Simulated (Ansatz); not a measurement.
```yaml
crystal:
  periodic: [false, false, false]
  atoms:
    - {symbol: Si, position_ang: [-0.517104, -0.655401, 0.632110]}
    - {symbol: O, position_ang: [0.380464, -0.147074, 0.797165]}
    - {symbol: C, position_ang: [0.457320, 0.600160, 0.255407]}
    - {symbol: N, position_ang: [0.887465, 0.323836, -0.460168]}
    - {symbol: Al, position_ang: [-0.107366, 0.338140, -0.834450]}
    - {symbol: H, position_ang: [-0.565496, -1.631217, 0.984898]}
    - {symbol: H, position_ang: [-0.636193, -0.657250, -0.449663]}
    - {symbol: H, position_ang: [-1.460222, -0.101537, 0.862993]}
    - {symbol: H, position_ang: [0.536667, 1.053412, 0.652209]}
    - {symbol: H, position_ang: [1.713172, 0.200783, -0.452164]}
    - {symbol: H, position_ang: [-0.699777, 0.501326, -1.620865]}
basis:
  gaussian: {orbitals: cc-pVTZ}
hamiltonian: {xc: {name: PBE-QIDH}}
output: {forces: true}
```

```sh
$ ansatz run in.yaml --threads 4 --pin off --events-out ev --progress --plain --max-ram 10444MiB
```

Shortened log:

```
Functional definition: PBE-QIDH
1365 factors; integrals over basis functions are off by at most 1.0e-3 eV
mean field evaluation 1: about -18969.2853 eV, gradient 1.5e2 eV
mean field evaluation 2: about -18969.7663 eV, gradient 1.5e2 eV
mean field evaluation 4: about -18999.8333 eV, gradient 2.2e1 eV
mean field evaluation 8: about -19000.9025 eV, gradient 1.1e0 eV
mean field evaluation 16: about -19000.9061 eV, gradient 7.8e-4 eV
mean field -19000.90606302 eV, -698.2704185393 hartree, gradient 1.7e-6 eV, S^2 0.000000; 0 other end points of the search recorded, 0 dependent functions left out
13 core orbitals not correlated: weight in the atoms' cores, before any rotation towards them, 0.987 or more for the frozen orbitals, at most 0.005 for the correlated occupied ones
reference -19000.90607686 eV, -698.2704190480 hartree; 14, 14 occupied and 215, 215 virtual orbitals, 1365 factors
second order -24.91887923 eV of doubles, -0.00000000 eV of singles
Total energy: -19009.21236994 eV, -698.5756696883 hartree
Atom 0 at    -0.517104    -0.655401     0.632110 Å, force   -96.599934   -54.149055    -2.604678 eV/Å
Atom 1 at     0.380464    -0.147074     0.797165 Å, force    93.490133   -15.098461    87.045408 eV/Å
Atom 2 at     0.457320     0.600160     0.255407 Å, force   -33.194324    42.037889    23.884047 eV/Å
Atom 3 at     0.887465     0.323836    -0.460168 Å, force   145.330152   -19.844192   -65.373247 eV/Å
Atom 4 at    -0.107366     0.338140    -0.834450 Å, force   -95.291174     3.330576   -67.233645 eV/Å
Atom 5 at    -0.565496    -1.631217     0.984898 Å, force    -1.283709   -23.007402     7.883786 eV/Å
Atom 6 at    -0.636193    -0.657250    -0.449663 Å, force    -6.896504    -9.424162   -13.406549 eV/Å
Atom 7 at    -1.460222    -0.101537     0.862993 Å, force   -14.307588     7.223693     4.210153 eV/Å
Atom 8 at     0.536667     1.053412     0.652209 Å, force    11.965126    66.216790    48.734194 eV/Å
Atom 9 at     1.713172     0.200783    -0.452164 Å, force    14.332972    -2.635980     0.836461 eV/Å
Atom 10 at    -0.699777     0.501326    -1.620865 Å, force   -17.545150     5.350303   -23.975930 eV/Å
Dipole moment:     0.351471    -0.071614     0.197592 e Å
```

Problem. Something in this input is off. What?

Solution. The geometry is squeezed to about two thirds of its size. Self-consistency was reached. The result belongs to that input, not to the molecule as meant.
